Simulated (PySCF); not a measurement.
**Diatomics with 68 electrons**

HF in PySCF with x2c-SVPall on every atom, spin-free X2C, for the lowest determinant that a PBE0 search found; no spin–orbit coupling. All have 68 electrons, 12 of them in the valence shells, and the same state, a triplet (π ↑↑). For ions De leads to the atom and ion picked by measured ionisation energies and electron affinities.

| species | difference of nuclear charges | Re (Å) | ωe (cm⁻¹) | k (mdyn/Å) | De (eV) | dissociates to | Mayer bond order |
| --- | --- | --- | --- | --- | --- | --- | --- |
| SbCl | 34 | 2.390 | 367 | 2.15 | 1.57 | Sb + Cl | 0.94 |
| TeS | 36 | 2.214 | 533 | 4.29 | 1.10 | Te + S | 1.99 |
| PI | 38 | 2.435 | 355 | 1.85 | 0.89 | P + I | 1.08 |
| SeBr⁺ | 1 | 2.194 | 357 | 2.99 | 0.86 | Se⁺ + Br | 1.43 |

Task: Which member of the whole set has the stiffest bond, and how does it compare with the softest?

Result: TeS with k = 4.29 mdyn/Å, 2.3 times that of PI.

These are scalar-relativistic numbers at best; spin–orbit coupling would shift them, the dissociation energy most. For an ion De counts to the pair picked by the measured ionisation energies or electron affinities, which need not be the lowest pair at this level. Hartree–Fock leaves out correlation, which carries a large part of most bond energies and some tenths to 1 eV of ionisation energies. States were picked by a PBE0 search and need not be the measured ground states.
